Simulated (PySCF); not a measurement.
# Ru²⁺: excitation energy

Ru²⁺ [Kr] 4d6 (5D) → Ru²⁺ [Kr] 4d5 5p1 (7P), as a difference of total energies. Calculation: PySCF 2.14, in aug-cc-pwCVDZ-PP with ECP28MDF; a scalar-relativistic core potential. Correlated levels: valence and next inner shell: nothing frozen outside the core potential. The calculations carry no spin-orbit coupling.

```tsv
method	excitation energy (eV)
UHF	8.351
MP2 (valence and next inner shell)	8.724
SCS-MP2 (valence and next inner shell)	8.992
CCSD (valence and next inner shell)	8.788
CCSD(T) (valence and next inner shell)	8.801
```

Task: How much does correlation contribute at CCSD(T) (valence and next inner shell)?

Result: 8.801 − (8.351) = 0.450 eV, measured against UHF.
